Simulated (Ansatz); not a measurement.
A nudged elastic band was laid between two geometries of Cl$_{2}$GaH (4 atoms, charge 0, multiplicity 1).

Theory: Ansatz 0.2.0, RKS B3LYP/def2-SVP.

```
movable images  : 5
climbing image  : yes
spring          : 5.0 eV/Å²
optimiser       : quadratic models (default)
start path      : straight line
force threshold : 0.03 eV/Å
iteration limit : 60
end points      : relaxed
```

First end point:

```xyz
4
Properties=species:S:1:pos:R:3
Ga 0.318 0.000 0.381
H 0.091 0.000 1.915
Cl 2.288 0.000 -0.484
Cl -1.318 0.000 -1.017
```

Last end point:

```xyz
4
Properties=species:S:1:pos:R:3
Ga -1.330 0.000 0.141
H 1.838 0.000 2.012
Cl 2.047 0.000 0.738
Cl -1.177 0.000 -2.095
```

Problem. What changes between the two ends?

Solution. Bonds broken: Ga1–H2, Ga1–Cl3. Bonds formed: H2–Cl3. Cl2GaH becomes ClGa + ClH.

Problem. Give the energies along the band, and the barrier.

Solution. The run converged. The highest image is number 3 of 0 to 6, 2.15 eV above the first end and 1.27 eV above the last; the last end lies 0.87 eV above the first. Another band between the same ends (5 images) ends at a top of the same energy, where a vibrational analysis finds 1 clearly imaginary mode. The orbitals stay closed-shell, which can raise the energy where a bond breaks towards radicals; this wasn't checked here.

```tsv
image	path coordinate (Å)	energy (eV)	Ga1–H2 (Å)	Ga1–Cl3 (Å)	H2–Cl3 (Å)
0	0.00	0.00	1.55	2.15	3.25
1	0.47	0.32	1.54	2.16	2.78
2	0.94	1.32	1.53	2.27	2.27
3	1.41	2.15	1.62	2.51	1.81
4	2.01	1.17	2.13	2.91	1.34
5	2.60	0.92	2.92	3.32	1.29
6	3.20	0.87	3.68	3.43	1.29
```

Problem. What is the geometry of the highest image?

Solution. 
```xyz
4
Properties=species:S:1:pos:R:3
Ga -0.355 0.000 0.364
H 0.703 0.000 1.589
Cl 2.148 0.000 0.497
Cl -1.118 0.000 -1.655
```

The run took 2 min on 1 thread of Arm Neoverse V1, with other jobs on the host, peak memory 0.15 GiB.
